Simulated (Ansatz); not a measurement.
```xyz
2

B    -0.0263    0.0304   -0.7572
B     0.0341   -0.0266    0.7617
```

Basis set: 6-31G* (spherical functions). Correlated methods keep 2 orbitals frozen. Charge 0, multiplicity 3.

Computed with Ansatz (development build ahead of 0.2.0); each method stands on the lowest determinant of its kind that the runs found.

The atomization energy at this shape (free ground-state atoms in the same class of orbitals less the molecule, no zero-point energy) of triplet B₂:

| method | atomization energy |
| --- | --- |
| UHF-MP2 | 61.55 kcal/mol |

Q: What does UHF give?

A: 57.66 kcal/mol. Caution: the unrestricted determinant is a mixture of spin states.
